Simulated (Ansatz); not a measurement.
Input file for Ansatz (a first-principles code): R-CAM-B3LYP/def2-TZVPP on CH6Si (SMILES C[SiH3]).

Ansatz 0.2 input:
```yaml
crystal:
  periodic: [false, false, false]
  atoms:
    - {symbol: C, position_ang: [-0.98120912, -0.11552810, 0.01727101]}
    - {symbol: Si, position_ang: [0.88181313, 0.10385410, -0.01552161]}
    - {symbol: H, position_ang: [-1.44102195, 0.56993189, 0.73144928]}
    - {symbol: H, position_ang: [-1.24786862, -1.13367646, 0.30640987]}
    - {symbol: H, position_ang: [-1.41328137, 0.08071387, -0.96565178]}
    - {symbol: H, position_ang: [1.23787304, 1.48908793, -0.40902871]}
    - {symbol: H, position_ang: [1.50077543, -0.83014900, -0.98764403]}
    - {symbol: H, position_ang: [1.46301947, -0.16413423, 1.32271596]}
basis:
  gaussian:
    orbitals: def2-TZVPP
hamiltonian:
  xc: {name: CAM-B3LYP}
scf: {lower_state_search: off}
```

Give the final energy of this run.

-331.2106 hartree.
